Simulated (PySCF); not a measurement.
Level of theory: B3LYP-D3(BJ)/def2-TZVP // M06-2X/def2-TZVP run with PySCF. Gas-phase values, no solvent. One relaxed conformer stands for a flexible species; it need not be the lowest. B3LYP has the VWN-RPA correlation part, as in Gaussian. Delta-SCF ions had no search for a lower state. 

Reference species (SMILES): `B[Si](C)(C)C` (neutral, multiplicity 1).

The S1 oscillator strength is 0.012 and the HOMO comes out as -7.37 eV. The vertical ionisation energy (Delta-SCF) comes out as 9.55 eV and the HOMO–LUMO gap is 5.08 eV.

After one change: the S1 oscillator strength falls by 0.012; the HOMO falls by 1.79 eV; the vertical ionisation energy (Delta-SCF) goes up by 2.94 eV; the HOMO–LUMO gap rises by 2.64 eV.

Question: Name the change that produced these shifts. The new species is one of these.
A. `BNC`
B. `BBr`
C. `BO[SiH3]`
D. `BF`

Answer: D, `BF`
